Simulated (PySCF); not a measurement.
# Ionisation energy along the 17-electron series

Calculated with PySCF 2.14 and a two-component X2C-1e Hamiltonian (Gaussian nucleus, no Breit or QED terms), each ion in its own even-tempered basis scaled to its charge; GMP2 freezes 1s2 and drops the highest virtual spinors. Values in eV. NIST values: (m) measured, (s) semi-empirical, (t) theoretical.

```
  ion  configuration  GHF (spin-free)  GMP2 (spin-free)  GHF (screened spin-orbit)  GMP2 (screened spin-orbit)          NIST
La⁴⁰⁺   [Ne] 3s2 3p5           3066.9            3067.9                     3037.9                      3038.9  3036 ± 4 (t)
Pr⁴²⁺   [Ne] 3s2 3p5           3354.6            3355.7                     3320.3                      3321.4  3319 ± 4 (t)
```

Question: Fill in the row of Ce⁴¹⁺.

Answer: configuration: [Ne] 3s2 3p5; GHF (spin-free): 3209.1; GMP2 (spin-free): 3210.2; GHF (screened spin-orbit): 3177.5; GMP2 (screened spin-orbit): 3178.6; NIST: 3176 ± 4 (t).
